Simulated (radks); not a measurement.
Question: Radial electron density D(r) = 4 pi r^2 rho(r) of an atom or ion with 19 electrons. All-electron calculation, scalar-relativistic Kohn-Sham, OLYP, spin-unpolarised, spherical densities, finite nucleus; Fermi nuclear charge, rms radius of each element as measured or else 0.836 A^(1/3) + 0.57 fm. Program: a radial shooting solver on a logarithmic mesh with Libxc functionals.

| r (bohr) | D(r) (e/bohr) |
|---|---|
| 0.003388 | 0.7106 |
| 0.003913 | 0.9252 |
| 0.004555 | 1.218 |
| 0.005261 | 1.575 |
| 0.006124 | 2.055 |
| 0.007073 | 2.631 |
| 0.008234 | 3.393 |
| 0.009509 | 4.287 |
| 0.01107 | 5.441 |
| 0.01278 | 6.757 |
| 0.01488 | 8.396 |
| 0.01719 | 10.19 |
| 0.02001 | 12.30 |
| 0.02311 | 14.47 |
| 0.0269 | 16.82 |
| 0.03107 | 18.99 |
| 0.03617 | 21.01 |
| 0.04177 | 22.49 |
| 0.04863 | 23.37 |
| 0.05616 | 23.44 |
| 0.06486 | 22.74 |
| 0.07551 | 21.31 |
| 0.0872 | 19.63 |
| 0.1015 | 18.04 |
| 0.1172 | 17.22 |
| 0.1365 | 17.48 |
| 0.1576 | 18.88 |
| 0.1835 | 21.15 |
| 0.2119 | 23.29 |
| 0.2467 | 24.51 |
| 0.2849 | 23.91 |
| 0.3317 | 21.16 |
| 0.3831 | 17.03 |
| 0.446 | 12.22 |
| 0.515 | 8.475 |
| 0.5996 | 6.256 |
| 0.6925 | 5.856 |
| 0.8061 | 6.484 |
| 0.931 | 7.091 |
| 1.084 | 6.959 |
| 1.252 | 5.929 |
| 1.446 | 4.361 |
| 1.683 | 2.720 |
| 1.944 | 1.590 |
| 2.263 | 0.9270 |
| 2.613 | 0.6396 |
| 3.042 | 0.4872 |
| 3.513 | 0.3673 |
| 4.09 | 0.2481 |
| 4.723 | 0.1662 |
| 5.499 | 0.1237 |
| 6.35 | 0.1257 |
| 7.393 | 0.1484 |
| 8.538 | 0.1462 |
| 9.939 | 0.1045 |
| 11.48 | 0.06335 |
| 13.36 | 0.03178 |
| 15.43 | 0.01368 |
| 17.97 | 0.004130 |
| 20.75 | 0.0008903 |
| 24.16 | 0.0001089 |

What is the nuclear charge?

Answer: Z = 20. The innermost maximum, from 1s, lies near gamma/Z bohr with gamma = sqrt(1 - (Z/c)^2) = 0.989, here 0.0495 bohr (found: 0.0531), and its height grows with Z. The density is that of the calcium ion Ca+ in [Ne] 3s1 3p6 4s1 4f1; the configuration itself is not fixed sharply by these data, and Z only to about a unit. D(r) has 4 maxima, at r = 0.0531, 0.253, 0.985, 7.94 bohr, and minima at 0.123, 0.671, 5.86 bohr, inside which lie 2.16, 10.38, 18.16 electrons.
